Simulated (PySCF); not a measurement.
sulfur monoxide (OS), triplet, geometry from GFN2-xTB; SCAN/3-21G (PySCF).

PySCF was given this input:
```python
from pyscf import gto, scf, dft

mol = gto.M(
    atom='''
O    -0.00000000   -0.00000000   -0.97801093
S     0.00000000    0.00000000    0.48900547
''',
    basis='3-21g',
    spin=2,
    verbose=4,
)

mf = dft.UKS(mol)
mf.xc = 'scan'
mf.grids.level = 5
mf.kernel()
mf.analyze()
```

It wrote (shortened):

```
PySCF version 2.14.0

[INPUT] verbose = 4
[INPUT] num. atoms = 2
[INPUT] num. electrons = 24
[INPUT] charge = 0
[INPUT] spin (= nelec alpha-beta = 2S) = 2
[INPUT] symmetry False subgroup None
[INPUT] Mole.unit = angstrom
[INPUT] Symbol           X                Y                Z      unit          X                Y                Z       unit  Magmom
[INPUT]  1 O      0.000000000000   0.000000000000  -0.978010930000 AA    0.000000000000   0.000000000000  -1.848172804531 Bohr   0.0
[INPUT]  2 S      0.000000000000   0.000000000000   0.489005470000 AA    0.000000000000   0.000000000000   0.924086411714 Bohr   0.0

nuclear repulsion = 46.1717285490196
number of shells = 12
number of NR pGTOs = 42
number of NR cGTOs = 22
basis = 3-21g
ecp = {}

******** <class 'pyscf.dft.uks.UKS'> ********
method = UKS
initial guess = minao
damping factor = 0
level_shift factor = 0
DIIS = <class 'pyscf.scf.diis.CDIIS'>
diis_start_cycle = 1
diis_space = 8
diis_damp = 0
SCF conv_tol = 1e-09
SCF conv_tol_grad = None
SCF max_cycles = 50
direct_scf = True
direct_scf_tol = 1e-13
number electrons alpha = 13  beta = 11
XC library pyscf.dft.libxc version 7.1.2
    S. Lehtola, C. Steigemann, M. J. T. Oliveira, and M. A. L. Marques,  SoftwareX 7, 1–5 (2018)
XC functionals = scan
    J. Sun, A. Ruzsinszky, and J. P. Perdew,  Phys. Rev. Lett. 115, 036402 (2015)
    J. Sun, A. Ruzsinszky, and J. P. Perdew,  Phys. Rev. Lett. 115, 036402 (2015)
radial grids:
    Treutler-Ahlrichs [JCP 102, 346 (1995); DOI:10.1063/1.469408] (M4) radial grids

becke partition: Becke, JCP 88, 2547 (1988); DOI:10.1063/1.454033
pruning grids: <function nwchem_prune>
grids dens level: 5
symmetrized grids: False
atomic radii adjust function: <function treutler_atomic_radii_adjust>
small_rho_cutoff = 0
Set gradient conv threshold to 3.16228e-05
tot grids = 86032
init E= -470.956823726078

cycle= 1 E= -470.81049908015  delta_E= 0.146  |g|= 0.515  |ddm|= 1.41
cycle= 2 E= -470.161112477721  delta_E= 0.649  |g|= 1.21  |ddm|= 1.37
cycle= 3 E= -470.935207153775  delta_E= -0.774  |g|= 0.0335  |ddm|= 1.09
cycle= 4 E= -470.935426813535  delta_E= -0.00022  |g|= 0.0387  |ddm|= 0.0801
cycle= 5 E= -470.936172823743  delta_E= -0.000746  |g|= 0.00962  |ddm|= 0.0317
cycle= 6 E= -470.936213268068  delta_E= -4.04e-05  |g|= 0.00068  |ddm|= 0.008
cycle= 7 E= -470.93621355296  delta_E= -2.85e-07  |g|= 0.000149  |ddm|= 0.0013
cycle= 8 E= -470.936213565008  delta_E= -1.2e-08  |g|= 2.28e-05  |ddm|= 0.000192
cycle= 9 E= -470.936213565268  delta_E= -2.61e-10  |g|= 1.84e-06  |ddm|= 2.58e-05
Extra cycle  E= -470.936213565256  delta_E= 1.18e-11  |g|= 5.73e-06  |ddm|= 5.89e-06
converged SCF energy = -470.936213565256  <S^2> = 2.0040557  2S+1 = 3.0027026
**** SCF Summaries ****
Total Energy =                        -470.936213565256423
Nuclear Repulsion Energy =              46.171728549019640
One-electron Energy =                 -741.688647749545680
Two-electron Energy =                  224.580705635269595
Two-electron Coulomb Energy =          258.787062373186075
DFT Exchange-Correlation Energy =      -34.206356737916472
**** MO energy ****
                             alpha | beta                alpha | beta
MO #1   energy= -87.9944185597541  | -87.9844511285391  occ= 1 | 1
MO #2   energy= -18.9524184771613  | -18.922483211672   occ= 1 | 1
MO #3   energy= -7.87422647540689  | -7.86925481443723  occ= 1 | 1
MO #4   energy= -5.83791250543632  | -5.83330237860539  occ= 1 | 1
MO #5   energy= -5.82963558759521  | -5.81985660211529  occ= 1 | 1
MO #6   energy= -5.82963558759519  | -5.81985660211528  occ= 1 | 1
MO #7   energy= -1.09941511555123  | -1.05779586026518  occ= 1 | 1
MO #8   energy= -0.633275847277852 | -0.575315081499432 occ= 1 | 1
MO #9   energy= -0.432289853518561 | -0.376139455220708 occ= 1 | 1
MO #10  energy= -0.432289853518556 | -0.363815760511694 occ= 1 | 1
MO #11  energy= -0.413261456520881 | -0.363815760511691 occ= 1 | 1
MO #12  energy= -0.222077057716296 | -0.134623502147463 occ= 1 | 0
MO #13  energy= -0.222077057716293 | -0.134623502147458 occ= 1 | 0
MO #14  energy= 0.0255567041040599 | 0.0693627261171685 occ= 0 | 0
MO #15  energy= 0.362827522019236  | 0.415313794669428  occ= 0 | 0
MO #16  energy= 0.454640221126784  | 0.51538981826973   occ= 0 | 0
MO #17  energy= 0.454640221126799  | 0.515389818269748  occ= 0 | 0
MO #18  energy= 0.51932939750417   | 0.550230367792237  occ= 0 | 0
MO #19  energy= 1.36466127223685   | 1.4759357856163    occ= 0 | 0
MO #20  energy= 1.36466127223686   | 1.47593578561631   occ= 0 | 0
MO #21  energy= 1.50479152579458   | 1.52845964592421   occ= 0 | 0

To work with the spin densities directly, `use mulliken_meta_spin()` only printing them here.

 ** Mulliken spin pop alpha/beta on meta-lowdin orthogonal AOs **
 ** Mulliken Spin Density (per AO)  **
spin_pop of  0 O 1s       -0.00003
spin_pop of  0 O 2s        0.01282
spin_pop of  0 O 3s       -0.00035
spin_pop of  0 O 2px       0.47459
spin_pop of  0 O 2py       0.47459
spin_pop of  0 O 2pz       0.01743
spin_pop of  0 O 3px       0.00058
spin_pop of  0 O 3py       0.00058
spin_pop of  0 O 3pz       0.00034
spin_pop of  1 S 1s        0.00000
spin_pop of  1 S 2s       -0.00000
spin_pop of  1 S 3s        0.01280
spin_pop of  1 S 4s        0.00007
spin_pop of  1 S 2px       0.00008
spin_pop of  1 S 2py       0.00008
spin_pop of  1 S 2pz      -0.00002
spin_pop of  1 S 3px       0.52422
spin_pop of  1 S 3py       0.52422
spin_pop of  1 S 3pz      -0.04307
spin_pop of  1 S 4px       0.00053
spin_pop of  1 S 4py       0.00053
spin_pop of  1 S 4pz       0.00001
 ** Mulliken Spin Density (per atom)  **
spin density of  0 O =      0.98056
spin density of  1 S =      1.01944
 ** Mulliken pop alpha/beta on meta-lowdin orthogonal AOs **
 ** Mulliken pop       alpha | beta **
pop of  0 O 1s        0.99985 | 0.99988
pop of  0 O 2s        0.92133 | 0.90851
pop of  0 O 3s        0.00141 | 0.00176
pop of  0 O 2px       0.99952 | 0.52493
pop of  0 O 2py       0.99952 | 0.52493
pop of  0 O 2pz       0.73698 | 0.71955
pop of  0 O 3px       0.00062 | 0.00003
pop of  0 O 3py       0.00062 | 0.00003
pop of  0 O 3pz       0.00048 | 0.00014
pop of  1 S 1s        1.00000 | 1.00000
pop of  1 S 2s        0.99982 | 0.99982
pop of  1 S 3s        0.92443 | 0.91162
pop of  1 S 4s        0.00859 | 0.00853
pop of  1 S 2px       0.99995 | 0.99987
pop of  1 S 2py       0.99995 | 0.99987
pop of  1 S 2pz       0.99970 | 0.99972
pop of  1 S 3px       0.99891 | 0.47469
pop of  1 S 3py       0.99891 | 0.47469
pop of  1 S 3pz       0.39427 | 0.43734
pop of  1 S 4px       0.00101 | 0.00048
pop of  1 S 4py       0.00101 | 0.00048
pop of  1 S 4pz       0.01316 | 0.01315
In total            13.00000 | 11.00000
 ** Mulliken atomic charges   ( Nelec_alpha | Nelec_beta ) **
charge of  0O =     -0.34006  (     4.66031      3.67975 )
charge of  1S =      0.34006  (     8.33969      7.32025 )
Dipole moment(X, Y, Z, Debye): -0.00000, -0.00000,  1.16646
```
